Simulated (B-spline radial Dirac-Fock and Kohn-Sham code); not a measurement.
## Os⁵⁺: non-radiative channels of the 2s vacancy

System: osmium as Os⁵⁺, configuration [Xe] 4f14 5d3.

Input of the calculation (task.json; shells as n, l, electrons):

```json
{"items": [{
  "Z": 76,
  "q": 5,
  "cfg": [[1, 0, 2], [2, 0, 2], [2, 1, 6], [3, 0, 2], [3, 1, 6], [3, 2, 10], [4, 0, 2], [4, 1, 6], [4, 2, 10], [4, 3, 14], [5, 0, 2], [5, 1, 6], [5, 2, 3]],
  "A": 192,
  "rrms": 5.4126,
  "do": ["binding", "quiet", "decay"],
  "holes": ["K", "L1", "L2", "L3", "M1", "M2", "M3", "M4", "M5", "N1", "N2", "N3", "N4", "N5", "N6", "N7"]
}]}
```

Command: `python xray_run.py task.json out`

The computed values come from a radial atomic solver: a relativistic independent-particle model: LDA orbitals of the hole state, radiative multipoles to third order, Auger rates from the Coulomb interaction with a continuum orbital, Dirac-Fock energies. Kinetic energies are configuration averages from the vacuum level; the two-hole energies are estimated from single-hole states.

```tsv
transition	kinetic energy (eV)	width (meV)	share (%)
L1-L2N4	177.5	67.6	1.4
L1-L2N5	192.0	89.1	1.9
L1-L2O1	397.6	50.9	1.1
L1-L2N6	428.7	184	3.8
L1-L2N7	431.7	243	5.1
L1-L3N1	1319.9	252	5.3
L1-L3N2	1428.7	106	2.2
L1-L3N3	1510.6	154	3.2
L1-L3N4	1690.7	377	7.9
L1-L3N5	1706.7	465	9.7
L1-L3O1	1911.6	47.3	1.0
L1-L3N6	1942.4	304	6.3
L1-L3N7	1945.5	378	7.9
L1-M1M1	6712.1	62.1	1.3
L1-M1M2	6984.0	128	2.7
L1-M1M3	7321.2	213	4.4
L1-M1M4	7738.9	168	3.5
L1-M1M5	7810.8	219	4.6
L1-M2M5	8066.5	73.9	1.5
L1-M4M5	8826.5	316	6.6
L1-M5M5	8899.9	85.3	1.8
L1-M1N3	9329.5	48.8	1.0
L1-M1N5	9524.7	44.6	0.9
L1-M4N5	10549.2	44.9	0.9
```

Coster-Kronig rates are the weakest part of this model and often come out 1.5 to 2.5 times too large. The listed channels hold 86 % of the non-radiative rate. Summed by principal shells, of 4.80 eV in all: LLN 54.5 %, LMM 27.8 %, LMN 10.4 %, LLO 5.0 %, LMO 1.1 %, LNN 0.9 %.
